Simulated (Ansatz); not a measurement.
Consider the redistribution: `O[SiH2]OP` + `NC([SiH3])=S` → `NC(=S)[SiH2]O` + `[SiH3]OP`.

Isolated molecules relaxed with PBE0-D4/def2-TZVP in Ansatz; ΔE leaves out vibrations. CCSD(T)/CBS adds triple-zeta CCSD(T) − MP2 to the extrapolated MP2 energy (def2 sets, frozen cores). DFT in def2-TZVPP. One conformer a species, not always the lowest.

`O[SiH2]OP`:

```xyz
9

O    -2.011    0.064   -0.261
Si   -0.704    0.862    0.318
O     0.709    0.327   -0.340
P     1.350   -1.177   -0.151
H    -2.231   -0.784    0.128
H    -0.627    0.698    1.793
H    -0.837    2.267   -0.106
H     2.695   -0.803    0.132
H     1.656   -1.453   -1.513
```

`NC([SiH3])=S`:

```xyz
9

N    -1.199    0.159   -0.969
C     0.088   -0.083   -0.710
Si    0.707   -0.047    1.079
S     1.213   -0.421   -1.858
H    -1.525    0.139   -1.924
H    -1.857    0.362   -0.236
H     1.741    1.004    1.198
H     1.254   -1.380    1.415
H    -0.423    0.268    2.005
```

`NC(=S)[SiH2]O`:

```xyz
10

N     1.105   -1.173    0.498
C     0.215   -0.296    0.955
S    -0.160   -0.036    2.534
Si   -0.735    0.775   -0.256
O    -0.167    0.311   -1.742
H     1.621   -1.754    1.142
H     1.268   -1.261   -0.493
H    -2.187    0.508   -0.120
H    -0.447    2.204    0.015
H    -0.513    0.722   -2.534
```

`[SiH3]OP`:

Cartesian coordinates in Å:
```
Si 0.374 -1.101 0.582
O 0.249 0.476 0.115
P -0.668 1.123 -1.087
H -0.755 -1.466 1.475
H 1.654 -1.226 1.315
H 0.364 -1.994 -0.607
H 0.227 2.157 -1.484
H -1.445 2.031 -0.309
```

```csv
level,ΔE (eV)
PBE0-D4,0.10
PBE0,0.10
SCS-MP2/def2-TZVPP,0.09
CCSD/def2-TZVPP,0.10
```

Problem. What does CCSD(T)/CBS give? (An estimate is asked.)

Solution. The calculation gave: +0.10 eV. The listed levels differ from it by 0.00, 0.00, -0.01, 0.00 eV.

Largest T1 diagnostic among the species: 0.018.
